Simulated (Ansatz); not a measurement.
C5H15N2Si (SMILES CN(C)[Si](C)N(C)C), doublet, geometry from GFN2-xTB; MP2/3-21G run with Ansatz (a program for electronic structure).

Ansatz was given this input:
Ansatz 0.2 input:
```yaml
crystal:
  periodic: [false, false, false]
  atoms:
    - {symbol: C, position_ang: [2.42911425, 0.14893972, 1.29946826]}
    - {symbol: N, position_ang: [1.35903917, -0.26522210, 0.43359287]}
    - {symbol: C, position_ang: [1.49560796, -1.62915642, -0.00208307]}
    - {symbol: Si, position_ang: [-0.12147409, 0.64906371, 0.39536643]}
    - {symbol: C, position_ang: [0.24816781, 2.23045437, -0.61350139]}
    - {symbol: N, position_ang: [-1.29164595, -0.33051078, -0.44587289]}
    - {symbol: C, position_ang: [-2.19130465, 0.22706462, -1.41904632]}
    - {symbol: C, position_ang: [-1.85372746, -1.49179075, 0.19462288]}
    - {symbol: H, position_ang: [2.28970945, 1.18924391, 1.58019373]}
    - {symbol: H, position_ang: [2.47019164, -0.45518302, 2.21506570]}
    - {symbol: H, position_ang: [3.39018434, 0.04643618, 0.78529525]}
    - {symbol: H, position_ang: [0.71099494, -1.86270648, -0.71486176]}
    - {symbol: H, position_ang: [2.46694213, -1.76200953, -0.48989427]}
    - {symbol: H, position_ang: [1.44206548, -2.33799598, 0.83563189]}
    - {symbol: H, position_ang: [-0.60237413, 2.90364485, -0.63812357]}
    - {symbol: H, position_ang: [1.08081107, 2.76952925, -0.17391572]}
    - {symbol: H, position_ang: [0.52133067, 1.98375771, -1.63803406]}
    - {symbol: H, position_ang: [-3.13667552, 0.55211813, -0.96396338]}
    - {symbol: H, position_ang: [-1.73205897, 1.07876649, -1.90964269]}
    - {symbol: H, position_ang: [-2.42678671, -0.52811780, -2.17580139]}
    - {symbol: H, position_ang: [-2.81399645, -1.26342747, 0.67485946]}
    - {symbol: H, position_ang: [-2.02788702, -2.28006011, -0.54535953]}
    - {symbol: H, position_ang: [-1.17071372, -1.86382743, 0.95261815]}
basis:
  gaussian:
    orbitals: 3-21G.json
magnetization: {spin_polarized: true, initial_magnetization: 1}
correlation: {method: mp2}
```
The basis file holds 3-21G in the JSON format of the Basis Set Exchange.

It wrote (shortened):

```
Functional definition: HF
1351 factors; integrals over basis functions are off by at most 1.0e-3 eV
mean field evaluation 1: about -16123.5013 eV, gradient 2.4e1 eV
mean field evaluation 2: about -16124.3799 eV, gradient 2.4e1 eV
mean field evaluation 4: about -16127.5545 eV, gradient 3.3e0 eV
mean field evaluation 8: about -16127.6248 eV, gradient 3.4e-1 eV
mean field evaluation 16: about -16127.6286 eV, gradient 5.2e-6 eV
mean field -16127.62857595 eV, -592.6794184667 hartree, gradient 5.2e-6 eV, S^2 0.754682; 0 other end points of the search recorded, 0 dependent functions left out
12 core orbitals not correlated
reference -16127.62857595 eV, -592.6794184667 hartree; 25, 24 occupied and 69, 70 virtual orbitals, 1351 factors
second order -19.30696389 eV of doubles, -0.00000000 eV of singles
Total energy: -16146.93553984 eV, -593.3889363031 hartree
```
